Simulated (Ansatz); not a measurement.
```yaml
crystal:
  periodic: [false, false, false]
  atoms:
    - {symbol: C, position_ang: [0.578480, 0.140375, -1.778839]}
    - {symbol: O, position_ang: [-0.429389, 0.786718, -1.000532]}
    - {symbol: Ga, position_ang: [-0.648740, 0.564231, 1.070515]}
    - {symbol: C, position_ang: [0.380954, -1.031168, 1.533778]}
    - {symbol: Cl, position_ang: [0.000101, 2.514202, 1.735829]}
    - {symbol: Cl, position_ang: [-2.816031, 0.407923, 0.801800]}
    - {symbol: H, position_ang: [0.461634, -0.945129, -1.755217]}
    - {symbol: H, position_ang: [0.537312, 0.503464, -2.806256]}
    - {symbol: H, position_ang: [1.536165, 0.414444, -1.341113]}
    - {symbol: H, position_ang: [-1.313871, 0.628492, -1.355602]}
    - {symbol: H, position_ang: [0.028395, -1.899460, 0.974813]}
    - {symbol: H, position_ang: [0.261774, -1.239728, 2.598374]}
    - {symbol: H, position_ang: [1.443715, -0.879165, 1.337453]}
basis:
  gaussian: {orbitals: pcseg-2}
hamiltonian: {xc: {name: HF}, dispersion: d4}
output: {forces: true}
```

```sh
$ ansatz run in.yaml --threads 4 --pin off --events-out ev --progress --plain --max-ram 11315MiB
```

It prints (some lines left out):

```
Functional definition: HF
2189 factors; their error is unknown
mean field evaluation 1: about -81551.3688 eV, gradient 3.9e1 eV
mean field evaluation 2: about -81554.3754 eV, gradient 1.7e1 eV
mean field evaluation 4: about -81554.9977 eV, gradient 1.1e0 eV
mean field evaluation 8: about -81556.8573 eV, gradient 1.2e0 eV
mean field -81556.85823129 eV, -2997.1592587759 hartree, gradient 1.0e-5 eV, S^2 0.000000; 0 other end points of the search recorded, 0 dependent functions left out
reference -81556.85823129 eV, -2997.1592587759 hartree; 46, 46 occupied and 253, 253 virtual orbitals, 2189 factors
Total energy: -81557.92154302 eV, -2997.1983347611 hartree
Atom 0 at     0.578480     0.140375    -1.778839 Å, force     0.204026     0.052091    -0.047347 eV/Å
Atom 1 at    -0.429389     0.786718    -1.000532 Å, force    -0.921807    -0.608042    -0.471688 eV/Å
Atom 2 at    -0.648740     0.564231     1.070515 Å, force    -0.006334     0.128860    -0.256962 eV/Å
Atom 3 at     0.380954    -1.031168     1.533778 Å, force     0.188606    -0.295159     0.114833 eV/Å
Atom 4 at     0.000101     2.514202     1.735829 Å, force     0.040092     0.097661     0.046049 eV/Å
Atom 5 at    -2.816031     0.407923     0.801800 Å, force    -0.125325    -0.022483     0.055015 eV/Å
Atom 6 at     0.461634    -0.945129    -1.755217 Å, force    -0.019270     0.462544     0.033240 eV/Å
Atom 7 at     0.537312     0.503464    -2.806256 Å, force    -0.022574    -0.139532     0.413548 eV/Å
Atom 8 at     1.536165     0.414444    -1.341113 Å, force    -0.377843    -0.112145    -0.152190 eV/Å
Atom 9 at    -1.313871     0.628492    -1.355602 Å, force     1.135305     0.282152     0.348729 eV/Å
Atom 10 at     0.028395    -1.899460     0.974813 Å, force     0.132745     0.221734     0.162349 eV/Å
Atom 11 at     0.261774    -1.239728     2.598374 Å, force     0.061319     0.015189    -0.297663 eV/Å
Atom 12 at     1.443715    -0.879165     1.337453 Å, force    -0.288940    -0.082870     0.052088 eV/Å
Dipole moment:     0.532150    -0.648316    -0.989959 e Å
```

Run time 8 s (4 threads of an Arm Neoverse V2 on a shared host); peak host memory 1.3 GiB.
